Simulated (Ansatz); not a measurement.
Ideal-gas functions of ClFGe2H4O (`[OH][Ge]([F])([Cl])[GeH3]`) at 500 K and 1 bar, from an Ansatz frequency run at PBE0-D4/def2-TZVP.

Molar mass 219.7 g/mol, point group C1 (symmetry number 1), electronic degeneracy 1, moments of inertia 215.098, 507.46, 574.057 u Å². Harmonic wavenumbers (cm⁻¹, unscaled): 63, 80, 104, 153, 191, 201, 259, 297, 426, 482, 484, 694, 736, 781, 872, 874, 914, 2178, 2194, 2196, 3873.

Use S(trans) = R[1.5 ln M + 2.5 ln T − 1.1517]; rotational temperatures θ = 24.2544 K / I; S(rot) = R[ln(√π/σ · √(T³/θAθBθC)) + 1.5]; for each mode x = 1.438777 ν̃/T, S = R[x/(eˣ − 1) − ln(1 − e⁻ˣ)] and H = RT x/(eˣ − 1); 1 cm⁻¹ = 0.0119627 kJ/mol; R = 8.31446 J/(mol·K).

Task: By hand: the entropy, in J/(mol·K).

Result: Translation 186.9. Rotation: θ = 0.1128, 0.0478, 0.0423 K, giving 129.6. Vibration, mode by mode: 22.52, 20.54, 18.38, 15.20, 13.39, 12.98, 10.95, 9.87, 7.12, 6.23, 6.20, 3.82, 3.47, 3.14, 2.55, 2.54, 2.32, 0.11, 0.11, 0.11, 0.00, in all 161.6. Electronic 0.0. Sum 478.1 J/(mol·K).

Task: By hand: H − E and G − E in kJ/mol, counted from the electronic energy.

Result: Zero-point energy ½ × 18052 × 0.0119627 = 108.0; thermal vibration 38.4; translation, rotation and pV give 4 RT = 16.6. H − E = 163.0 kJ/mol, and G − E = 163.0 − 500 × 478.1/1000 = -76.1 kJ/mol.

Vibration gives 34 % of the entropy, 61.4 J/(mol·K) of it from the modes under 150 cm⁻¹: soft modes count most, and the harmonic formula is weakest for them. The sum counts one conformer and one mirror image; others add a mixing term.
